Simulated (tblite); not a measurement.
Species: C₇H₉F.
Geometry (GFN2-xTB, Å), atoms numbered from 1 in this order:
```xyz
17
C7H9F angstrom
F     -2.0437    1.3716   -1.4835
C     -0.8937    1.3761   -0.7277
C     -0.2009    0.0289   -0.8091
C     -0.8004   -1.1240    0.0148
C      0.5310   -1.2759    0.7855
C      0.6266   -0.3754    1.9830
C      1.1290    0.6482    1.2944
C      1.1257   -0.0869   -0.0159
H     -0.2572    2.1716   -1.1313
H     -1.1918    1.6183    0.2971
H     -0.0718   -0.2354   -1.8598
H     -1.0635   -1.9952   -0.5793
H     -1.6490   -0.8497    0.6378
H      0.9795   -2.2628    0.8235
H      0.3245   -0.5185    3.0045
H      1.4040    1.6580    1.5408
H      2.0446   -0.1368   -0.5914
```

All values are computed: GFN2-xTB (tblite) harmonic vibrations without scaling, gas phase. This tight-binding method is rough: wavenumbers can miss measured ones by several per cent, in bad cases by 10 to 20. One conformer, not necessarily the lowest.

Harmonic wavenumbers (cm⁻¹): 72.2, 114.9, 195.8, 314.5, 392.9, 423.5, 472.7, 740.0, 808.2, 826.7, 841.6, 882.8, 897.9, 929.1, 940.6, 991.3, 1027.9, 1030.8, 1040.5, 1059.6, 1103.3, 1118.4, 1136.1, 1156.6, 1165.1, 1186.7, 1192.7, 1218.3, 1239.2, 1262.9, 1280.3, 1298.5, 1339.1, 1447.5, 1470.1, 1642.4, 2934.9, 2952.1, 2977.1, 3010.1, 3012.7, 3021.4, 3029.9, 3108.3, 3127.7.

A = 4367, B = 1510, C = 1355 MHz; mass 112.069 u (most abundant isotopes); point group C1, symmetry number 1.

Task: Zero-point energy?

Result: Half the sum of the wavenumbers: 30717 cm⁻¹ = 87.83 kcal/mol.

Task: What is S at 500 K and 1 bar for an ideal gas of classical rigid rotors and harmonic oscillators?

Result: Translation 42.65, rotation 29.52, vibration 31.19: S = 103.4 cal/(mol K).

Task: And Cp and H(500 K) − H(0)?

Result: Cp = 47.78 cal/(mol K), of which vibrations give 39.83 (their classical limit is 45 R = 89.4); H(500 K) − H(0) = 12.83 kcal/mol without the zero-point energy, 8.85 from vibrations.

Task: What must be added to the electronic energy to get the Gibbs energy at 500 K and 1 bar?

Result: ZPE + [H(500 K) − H(0)] − T·S = 87.83 + 12.83 − 51.68 = 48.98 kcal/mol.

Task: How do the functions run with temperature in this model?

Result: 
```
 T (K)  S (cal/(mol K))  Cp (cal/(mol K))  H − H(0) (kcal/mol)  G − H(0) (kcal/mol)  ln q(vib)
    50             55.1              10.5                 0.44                -2.31       0.17
   100             63.3              13.4                 1.04                -5.29       0.73
298.15             83.8              28.7                 5.02               -19.96       3.44
373.15             91.1              36.3                 7.46               -26.52       4.61
   750            125.9              63.2                26.86               -67.57      11.40
  1000            145.5              72.7                43.93              -101.55      16.01
```

q(vib) and H(0) count from the zero-point level.

Hindered rotation and anharmonicity are outside this model. Other conformers, if any are populated, would add a mixing term that is left out. The structure is chiral; the term R ln 2 for an equal mix with its mirror image is left out.
